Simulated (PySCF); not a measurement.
All numbers come from PBE in PySCF with Mn def2-SVP, Cl def2-SVP; no relativity; density-fitted integrals. Open shells, if any, are unrestricted.

Problem. What spin state, shape and geometry does isolated MnCl₄ take (every ligand bound to Mn)?

Solution. Formally Mn is in oxidation state +4, d3, with 3 unpaired electrons (the high-spin count). The Mulliken spin on Mn is 2.89. The polar-tensor charge on Mn, 1.33, is far below the formal one. The lowest minimum found is a quartet of D2d symmetry with Mn–Cl 2.129 Å (×4); Cl–Mn–Cl 97.6° (×2), Cl–Mn–Cl 115.7° (×4). Its harmonic wavenumbers are 66 (e), 86 (b1), 135 (a1), 163 (b2), 343 (a1), 421 (e), 477 (b2) cm⁻¹ and its dipole moment is 0.00 D.

This need not be the most stable arrangement of these atoms. Open d and f shells are described by one determinant, and the ground state may have another occupation or spin.
